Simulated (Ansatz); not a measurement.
# Nudged elastic band run: C₃H₉B

Input:

```yaml
crystal:
  periodic: [false, false, false]
  atoms:
    - { symbol: C, position_ang: [-0.952138, 1.237599, 0.812125] }
    - { symbol: B, position_ang: [0.523084, 0.727248, 0.647098] }
    - { symbol: C, position_ang: [0.975553, -0.496409, -0.233664] }
    - { symbol: C, position_ang: [-0.105323, -1.293179, -0.988535] }
    - { symbol: H, position_ang: [-1.018171, 2.270702, 0.407795] }
    - { symbol: H, position_ang: [-1.209145, 1.343339, 1.885354] }
    - { symbol: H, position_ang: [-1.7244, 0.624469, 0.318015] }
    - { symbol: H, position_ang: [1.397747, 1.332744, 1.236609] }
    - { symbol: H, position_ang: [1.568347, -1.170338, 0.426636] }
    - { symbol: H, position_ang: [1.745375, -0.113639, -0.943087] }
    - { symbol: H, position_ang: [-0.842871, -1.726507, -0.289464] }
    - { symbol: H, position_ang: [0.324935, -2.124698, -1.574737] }
    - { symbol: H, position_ang: [-0.662493, -0.646032, -1.689345] }
basis:
  gaussian: { orbitals: "6-31G" }
hamiltonian:
  xc: pbe
  dispersion: d4
neb:
  order_check: false
  images: 9
  f_tol: 0.03
  max_iterations: 60
  initial_path: idpp
  final_atoms:
    - { symbol: C, position_ang: [-0.26217186, 1.72955882, 1.18158921] }
    - { symbol: B, position_ang: [-0.56229466, 0.42802529, 0.35325604] }
    - { symbol: C, position_ang: [0.57319396, -0.42797988, -0.32042779] }
    - { symbol: C, position_ang: [0.14323445, -1.6563272, -1.1443852] }
    - { symbol: H, position_ang: [-0.65202229, 1.61224451, 2.21387621] }
    - { symbol: H, position_ang: [-0.83356621, 2.58349604, 0.76396275] }
    - { symbol: H, position_ang: [0.80295175, 2.01363258, 1.24075187] }
    - { symbol: H, position_ang: [-1.72148619, 0.07837712, 0.24537919] }
    - { symbol: H, position_ang: [1.27397204, -0.730047, 0.4931217] }
    - { symbol: H, position_ang: [1.19365745, 0.26240284, -0.93699415] }
    - { symbol: H, position_ang: [-0.42223965, -2.37129705, -0.52094745] }
    - { symbol: H, position_ang: [1.00499293, -2.19642593, -1.57608363] }
    - { symbol: H, position_ang: [-0.51772173, -1.36036116, -1.97829875] }
```

Run as:

```bash
$ ansatz run input.yaml --threads 1 --pin off --max-ram 2048MiB --backend cpu --events-out ev --progress --plain --runs-dir out
```

Output, in part (warnings, iteration lines, the closing report on the highest movable image, with atoms numbered from 0):

```
NEB end point (image 0): max|allowed force component| = 1.068e-2 eV/Å (the criterion of neb.relax_end_points is 1.000e-2)
NEB end point (image 10): max|allowed force component| = 1.117e-2 eV/Å (the criterion of neb.relax_end_points is 1.000e-2)
NEB iter   1: max|band force component| = 1.661e0 eV/Å  barrier→ = 0.2392 eV  barrier← = 0.2254 eV  Δτ_max = 0.1999 Å  (248 SCF iters)
NEB iter   2: max|band force component| = 5.983e-1 eV/Å  barrier→ = 0.0844 eV  barrier← = 0.0706 eV  Δτ_max = 0.1382 Å  (190 SCF iters)
NEB iter   3: max|band force component| = 3.951e-1 eV/Å  barrier→ = 0.0691 eV  barrier← = 0.0553 eV  CI = image 4  Δτ_max = 0.0956 Å  (193 SCF iters)
NEB iter   4: max|band force component| = 1.526e-1 eV/Å  barrier→ = 0.0636 eV  barrier← = 0.0499 eV  CI = image 4  Δτ_max = 0.0204 Å  (196 SCF iters)
NEB iter   5: max|band force component| = 5.482e-2 eV/Å  barrier→ = 0.0629 eV  barrier← = 0.0491 eV  CI = image 4  Δτ_max = 0.0811 Å  (192 SCF iters)
NEB iter   6: max|band force component| = 3.933e-2 eV/Å  barrier→ = 0.0629 eV  barrier← = 0.0491 eV  CI = image 4  Δτ_max = 0.0466 Å  (191 SCF iters)
NEB iter   7: max|band force component| = 3.241e-2 eV/Å  barrier→ = 0.0630 eV  barrier← = 0.0492 eV  CI = image 4  Δτ_max = 0.1098 Å  (188 SCF iters)
NEB iter   8: max|band force component| = 3.817e-2 eV/Å  barrier→ = 0.0629 eV  barrier← = 0.0492 eV  CI = image 4  Δτ_max = 0.0208 Å  (177 SCF iters)
NEB iter   9: max|band force component| = 2.139e-2 eV/Å  barrier→ = 0.0629 eV  barrier← = 0.0491 eV  CI = image 4  Δτ_max = 0.0000 Å  (382 SCF iters)
Total energy: -3927.38908934 eV, -144.3288869534 hartree
Atom 0 at    -0.740443     1.602660     0.322366 Å, force     0.007830     0.004645    -0.001476 eV/Å
Atom 1 at     0.437877     0.632235     0.697098 Å, force    -0.005797    -0.009161     0.001491 eV/Å
Atom 2 at     0.943347    -0.495847    -0.284416 Å, force    -0.002851     0.008533    -0.002876 eV/Å
Atom 3 at    -0.161133    -1.579265    -0.480934 Å, force     0.001862     0.002534     0.002152 eV/Å
Atom 4 at    -0.370072     2.649062     0.354408 Å, force    -0.002254    -0.000560    -0.000083 eV/Å
Atom 5 at    -1.535594     1.565604     1.094061 Å, force    -0.001242    -0.001032     0.000807 eV/Å
Atom 6 at    -1.198551     1.427898    -0.666854 Å, force    -0.000579     0.001379    -0.001069 eV/Å
Atom 7 at     0.943846     0.760388     1.794169 Å, force     0.000705    -0.000571     0.000140 eV/Å
Atom 8 at     1.876028    -0.979576     0.056978 Å, force     0.003933    -0.001495     0.001257 eV/Å
Atom 9 at     1.154307    -0.043217    -1.277498 Å, force    -0.001523    -0.003189    -0.000811 eV/Å
Atom 10 at    -0.397525    -2.090645     0.468943 Å, force     0.000429     0.000193     0.001286 eV/Å
Atom 11 at     0.164524    -2.350739    -1.200398 Å, force     0.000550    -0.000199    -0.000141 eV/Å
Atom 12 at    -1.096112    -1.133259    -0.863124 Å, force    -0.001062    -0.001078    -0.000675 eV/Å
Dipole moment:    -0.071103     0.000062    -0.103227 e Å
```

It converged. A vibrational analysis at the climbing image gives one clearly imaginary mode, 82i cm⁻¹: a first-order saddle point. Limits of this set-up: no polarisation functions.

Final band (atoms are numbered from 1 in the order of the input):

```csv
image,path coordinate (Å),energy (eV),dihedral H8–B2–C3–C4 (°)
0,0.00,0.000,180
1,0.71,0.004,172
2,1.42,0.023,158
3,2.14,0.052,137
4,2.85,0.063,112
5,3.59,0.055,90
6,4.34,0.054,72
7,5.08,0.047,55
8,5.82,0.028,38
9,6.56,0.014,21
10,7.31,0.014,2
```

Time of the run: 2.7 min on 1 thread of Arm Neoverse V2 (shared host), peak memory 0.11 GiB.
